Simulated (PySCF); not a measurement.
# Working out the ionisation energy of N²⁺

N²⁺ [He] 2s2 2p1 (2P) → N³⁺ [He] 2s2 (1S). Calculation: PySCF 2.14, in aug-cc-pVQZ (6s5p4d3f2g, 80 functions); no relativity, point nucleus. Frozen: 1s2. Energies in hartree (1 hartree = 27.21139 eV):

```
             part  N²⁺ (lower)  N³⁺ (upper)
              UHF   -52.819948   -51.081872
MP2 opposite-spin    -0.057047    -0.052762
    MP2 same-spin    -0.004034     0.000000
```

Problem. What does Hartree-Fock give?

Solution. (-51.081872) − (-52.819948) = 1.738076 hartree = 47.295 eV.

Problem. What do MP2 and SCS-MP2 (6/5 opposite-spin, 1/3 same-spin) give?

Solution. The opposite-spin parts differ by 0.117 eV and the same-spin parts by 0.110 eV. MP2: 47.295 + (0.117) + (0.110) = 47.522 eV. SCS-MP2: 47.295 + 1.2 × (0.117) + (0.110)/3 = 47.472 eV.

A first-order spin-orbit estimate adds 0.014 eV to MP2 (valence), giving 47.536 eV against 47.445 eV (semi-empirical (NIST evaluation); NIST Atomic Spectra Database, ionization energies).

What remains against the reference includes basis incompleteness, the frozen core and correlation beyond second order.
